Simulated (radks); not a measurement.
Results of a calculation; reference values are marked as such.
Task: Successive ionisation energies (eV) of one element, from differences of total energies of ions in their ground configurations, starting at charge 66: 16854.4, 17183.3, 17627.8, 17972.2, 18310.6, 20005, 20345, 81844, 83288. Level of theory: scalar-relativistic Kohn-Sham, PBE, spin-polarised, spherical densities, finite nucleus; open shells are filled with parallel spins first (spin-orbit coupling, left out, can overturn this in heavy ions); Fermi nuclear charge, rms radius 5.3698 fm (a radial shooting solver on a logarithmic mesh with Libxc functionals). Which element is it?

Result: Rhenium (Z = 75). The first species listed is Re66+ in [He] 2s2 2p5, the last Re74+ in 1s1.
